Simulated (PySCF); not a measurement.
Compound: CH7AsGe.
SMILES: `C[AsH][GeH3]`

Jobs on this species (10 atoms, 78 electrons) with PySCF (density fitting). Hardware of each: one thread of an x86-64 server, on a shared host. Other jobs ran on the host; a repeat could differ by tens of per cent or more.

| level and settings | work | basis functions | SCF cycles | wall time |
| --- | --- | --- | --- | --- |
| B97-2/pcSseg-2 | shieldings | 260 | ? | ? |
| B3LYP/pcJ-1 | spin–spin couplings from 8 perturbed nuclei, spin–dipole term left out | 179 | ? | ? |
| PBE0/pcSseg-1 | shieldings, charges and field gradients | 134 | ? | ? |
| delta-SCF UKS SCAN, pcX-2 on the ionised atom, pcseg-1 elsewhere, spin-free X2C | ΔSCF core ionisation, 1 hole | 134 | 18 | 5.3 s |
| PBE0-D3(BJ)/def2-SVP, grid level 1 | geometry optimisation from a GFN2-xTB start | 113 | 25 | 18 s |
| CAM-B3LYP/def2-SVPD | 10 singlets by full TDDFT, 4 Tamm–Dancoff triplets, polarisability, ΔSCF ions | 152 | 10 | 26 s |

**Question.** Fill in the missing figures.

**Answer.** 
- B97-2/pcSseg-2; shieldings: 25 s, 11 SCF cycles
- B3LYP/pcJ-1; spin–spin couplings from 8 perturbed nuclei, spin–dipole term left out: 17 s, 12 SCF cycles
- PBE0/pcSseg-1; shieldings, charges and field gradients: 11 s, 11 SCF cycles

**Question.** What do all jobs in the table cost together?

**Answer.** About 1.7 min; the longest takes about 25 % of that, and about 4.9 times as long as the shortest.
